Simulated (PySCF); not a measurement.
**Computed properties of CdCl, SMILES [Cl][Cd+], charge +1**

CdCl, SMILES [Cl][Cd+], charge +1. Geometry optimised at B3LYP-D3(BJ)/def2-TZVPD. The multiplicity is an assumed one; other spin states were not compared. The def2 effective core potentials stand for the cores of Cd; spin–orbit coupling is left out. The values are those of a single conformer. All values are computed for the isolated molecule unless a solvent is named; none is compared with measurement here.

**Structure.** The optimised structure has C∞v symmetry. All 1 harmonic modes at B3LYP-D3(BJ)/def2-TZVPD (PySCF) are real, so it is a minimum.

**Vibrations.** The strongest infrared lines (harmonic, unscaled, degenerate partners summed) lie at 370 cm⁻¹ (3 km/mol, Cl 76 %, Cd 24 %). The softest mode is at 370 cm⁻¹ and the zero-point energy is 0.5 kcal/mol.

**Electronic structure.** M06-2X/def2-TZVPD (PySCF) places the frontier levels at -15.63 and -10.02 eV, a gap of 5.61 eV and a mean polarisability of 35.0 bohr³.

**Excitations.** TDA-PBE0/def2-TZVPD (PySCF) has S1 at 2.15 eV (578 nm, f = 0.007, weak); the most intense of the 10 singlets computed lies at 7.93 eV (f = 0.56). Strengths of degenerate partners are summed. T1 (TDA) is at 1.72 eV, 0.43 eV under S1.
